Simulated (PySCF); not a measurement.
**Substituent effects on chemical shifts**

Parent skeleton `[SiH3:1][SiH2:2][SiH3:3]`; one hydrogen on atom 2 is replaced by X. Hydrogens on one atom are averaged.

How the numbers were obtained: shielding tensors at PBE0/pcSseg-1 (GIAO), structure optimised with PBE0-D3(BJ)/def2-SVP, in PySCF (non-relativistic Hamiltonian, one computed conformer, one averaged value for each set of equivalent atoms, no solvent model).

δ = σ(ref) − σ, references computed at the same level: ²⁹Si and ¹H against TMS.

Parent (X = H): Si1/Si3 -104.7, Si2 -117.9, H(Si1)/H(Si3) 3.63, H(Si2) 3.45 ppm. Effects are Δδ = δ(X) − δ(H), positive for deshielding.

Task: Order these by the shift of Si1/Si3, most shielded first.
A. X = CH3
B. X = allyl
C. X = CH=NH

Result: C (-1.9 ppm), B (-0.1 ppm), A (+1.8 ppm).

Task: Order these by the shift of H(Si2), most shielded first.
A. X = cBu
B. X = allyl
C. X = 2-furyl

Result: A (+0.27 ppm), B (+0.44 ppm), C (+1.03 ppm).
